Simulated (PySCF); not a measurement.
C5H9N, SMILES C=CN=C(C)C.

Geometry: PBE-D3(BJ)/def2-SVP. Other conformers were not sampled.

These are PBE-D3(BJ)/def2-SVP (PySCF 2.14.0) values and carry that method's errors.

Frequencies are harmonic and unscaled.

| mode | ν (cm⁻¹) | IR (km/mol) | moving atoms (share of kinetic energy) |
|---|---|---|---|
| 1 | 101 | 3.2 | H 58 %, C 39 % |
| 2 | 134 | 3.0 | H 72 %, C 21 % |
| 3 | 157 | 0.2 | H 62 %, C 32 % |
| 4 | 201 | 0.2 | H 64 %, C 25 %, N 11 % |
| 5 | 247 | 2.3 | H 47 %, C 41 %, N 13 % |
| 6 | 371 | 1.8 | C 52 %, H 41 % |
| 7 | 421 | 3.5 | C 58 %, H 38 % |
| 8 | 484 | 4.5 | C 45 %, H 37 %, N 18 % |
| 9 | 589 | 9.3 | H 38 %, N 33 %, C 29 % |
| 10 | 697 | 2.9 | C 50 %, H 48 % |
| 11 | 801 | 11.4 | C 45 %, N 30 %, H 26 % |
| 12 | 815 | 46.4 | H 70 %, C 30 % |
| 13 | 886 | 1.0 | H 72 %, C 28 % |
| 14 | 895 | 4.1 | H 74 %, C 24 % |
| 15 | 936 | 7.8 | H 53 %, C 30 %, N 17 % |
| 16 | 958 | 35.4 | H 82 %, C 16 % |
| 17 | 1022 | 12.3 | H 64 %, C 31 % |
| 18 | 1049 | 1.7 | H 51 %, C 48 % |
| 19 | 1170 | 16.4 | C 47 %, H 33 %, N 20 % |
| 20 | 1222 | 22.9 | C 58 %, H 40 % |
| 21 | 1266 | 3.0 | H 82 %, C 17 % |
| 22 | 1324 | 18.7 | H 77 %, C 23 % |
| 23 | 1336 | 48.1 | H 54 %, C 45 % |
| 24 | 1368 | 1.7 | H 81 %, C 17 % |
| 25 | 1383 | 4.8 | H 96 % |
| 26 | 1389 | 0.7 | H 96 % |
| 27 | 1401 | 15.5 | H 92 % |
| 28 | 1411 | 16.5 | H 96 % |
| 29 | 1622 | 49.2 | C 86 %, H 13 % |
| 30 | 1711 | 142.9 | C 55 %, N 42 % |
| 31 | 2963 | 6.7 | H 97 % |
| 32 | 2969 | 19.9 | H 97 % |
| 33 | 3036 | 4.1 | H 91 %, C 9 % |
| 34 | 3041 | 12.3 | H 91 %, C 9 % |
| 35 | 3055 | 15.9 | H 92 % |
| 36 | 3085 | 1.3 | H 94 % |
| 37 | 3092 | 1.9 | H 91 %, C 9 % |
| 38 | 3102 | 5.3 | H 91 %, C 9 % |
| 39 | 3188 | 7.4 | H 89 %, C 11 % |
